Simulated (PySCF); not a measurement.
CH₆BCl₃Si₂, SMILES [Si](Cl)(Cl)([SiH2]CB)Cl, GFN2-xTB optimised geometry.

```
13

B      2.30    -1.40     0.67
C      0.76    -1.41     0.67
Si     0.16     0.28     0.00
Si    -2.17     0.28     0.00
Cl    -2.89     2.18     0.00
Cl    -2.96    -0.63    -1.64
Cl    -3.00    -0.65     1.61
H      2.89    -1.77    -0.28
H      2.90    -1.00     1.59
H      0.32    -2.18     0.03
H      0.32    -1.52     1.67
H      0.66     0.51    -1.37
H      0.66     1.38     0.83
```

Density from PySCF 2.14.0 with CAM-B3LYP/def2-TZVP at that geometry.

Minimum of the electron density along straight lines between bonded atoms, close to the bond critical point (lines longer than 1.1 times the sum of covalent radii, or with two minima, are not listed):

```
bond     length / Å  ρ at the minimum / e bohr⁻³  ∇²ρ there / e bohr⁻⁵  position (fraction from the first atom)
-------  ----------  ---------------------------  --------------------  ---------------------------------------
B1–C2         1.548                        0.191                   [?]                                     0.33
C2–Si3        1.912                        0.111                  0.11                                     0.61
Si3–Si4       2.333                          [?]                   [?]                                     0.36
Si4–Cl5       2.033                        0.105                  0.22                                     0.37
Si4–Cl6       2.033                        0.105                  0.22                                     0.37
Si4–Cl7       2.034                        0.105                  0.22                                     0.37
B1–H8         1.169                        0.195                 -0.39                                     0.44
B1–H9         1.169                        0.195                 -0.39                                     0.44
C2–H10        1.090                        0.272                 -0.91                                     0.64
C2–H11        1.090                        0.272                 -0.91                                     0.64
Si3–H12       1.470                        0.125                  0.17                                     0.49
Si3–H13       1.470                        0.125                  0.17                                     0.49
```

Q: Complete the blanks.

A: 
- B1–C2, ∇²ρ there / e bohr⁻⁵: -0.25
- Si3–Si4, ρ at the minimum / e bohr⁻³: 0.098
- Si3–Si4, ∇²ρ there / e bohr⁻⁵: -0.15
